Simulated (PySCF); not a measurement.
Effect of structural changes

Computed with PySCF 2.14.0, TDDFT PBE0/def2-SVPD circular dichroism and optical rotation, one conformer, gas phase. Geometry: GFN2-xTB.

Each molecule in one low-energy conformer. The parent is C[C@@H](S)[C@@H]1C[C@@H]1C#N.

The molecule is flexible and this is one conformer; a measurement averages over conformers.

Question: Order by specific rotation at 589.3 nm (origin-invariant length gauge), lowest first.
A. C[C@@H](S)[C@H]1C[C@@H]1C#N
B. C[C@H](S)[C@@H]1C[C@@H]1C#N
C. C[C@H](S)[C@H]1C[C@@H]1C#N
D. C[C@@H](S)[C@@H]1C[C@@H]1C#N

Answer: A (13), D (51), C (201), B (287).

All values:
```csv
molecule,change,[α]589 (deg dm⁻¹ (g/mL)⁻¹),S1 (eV),"R(S1), velocity form (10⁻⁴⁰ esu² cm²)"
C[C@@H](S)[C@@H]1C[C@@H]1C#N,base,+51.2,5.52,+4.9
C[C@H](S)[C@H]1C[C@@H]1C#N,diastereomer,+200.5,5.55,-6.6
C[C@@H](S)[C@H]1C[C@@H]1C#N,diastereomer,+12.6,5.55,-0.7
C[C@H](S)[C@@H]1C[C@@H]1C#N,diastereomer,+287.1,5.59,+7.3
```
